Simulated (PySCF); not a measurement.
C$_{3}$H$_{9}$BO$_{3}$, singlet, geometry from GFN2-xTB.

Input for PySCF:
```python
from pyscf import gto, scf

mol = gto.M(
    atom='''
B    -0.00227492   -0.00958623    0.00215028
O     0.84032955    0.90906200    0.55714382
C     0.78727063    2.26912165    0.18676269
H    -0.14876939    2.72141152    0.52248313
H     1.63093697    2.76393147    0.66838089
H     0.85704070    2.38012666   -0.89715821
O     0.07925083   -1.31832532    0.38407448
C     1.01318219   -1.73635226    1.35509872
H     0.76270884   -1.31788518    2.33262732
H     0.96568486   -2.82484417    1.39499728
H     2.02158757   -1.41486489    1.08753294
O    -0.91074400    0.38583612   -0.93020591
C    -1.80540290   -0.51232238   -1.55099325
H    -1.69823125   -1.51781701   -1.14459220
H    -2.82310458   -0.15245611   -1.38495399
H    -1.59746993   -0.52493561   -2.62337675
''',
    basis='cc-pvdz',
    verbose=4,
)

mf = scf.RHF(mol)
mf = mf.density_fit(auxbasis='def2-universal-jkfit')
mf.kernel()
```

What does this run give for the HOMO energy, number of basis functions, nuclear repulsion energy, Mulliken (on the basis functions themselves) charges in atom order, total energy, HOMO-LUMO gap?


- HOMO energy: -11.87 eV
- number of basis functions: 143
- nuclear repulsion energy: 317.9209 Eh
- Mulliken (on the basis functions themselves) charges in atom order: B1 0.37, O2 -0.41, C3 0.20, H4 0.03, H5 0.04, H6 0.03, O7 -0.41, C8 0.20, H9 0.03, H10 0.03, H11 0.03, O12 -0.41, C13 0.19, H14 0.04, H15 0.03, H16 0.03
- total energy: -368.272728 Ha
- HOMO-LUMO gap: 17.17 eV
